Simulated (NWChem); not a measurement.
## Total energies of Zn

```xyz
1

Zn     0.0000     0.0000     0.0000
```
Charge 0, spin multiplicity 1.

Program: NWChem.

Basis set: def2-QZVP (84 functions).

```
method   total energy (Ha)  relative cost
-------  -----------------  -------------
RHF            -1777.84717              1
MP2            -1778.35765        under 3
B2PLYP         -1779.16572              4
PBE            -1779.17324        under 3
B3LYP          -1779.49574        under 3
BLYP           -1779.53738        under 3
CCSD(T)        -1778.33234             40
```

Total energies of different functionals aren't comparable as a measure of quality: only differences taken within one method are. Costs are rough ratios of processor time within this set of runs, SCF included, with RHF as 1.

The correlated methods keep 9 core orbitals frozen. B3LYP has NWChem's definition, with VWN1-RPA local correlation. Coupled-cluster values serve here as a point of comparison, not as the truth.
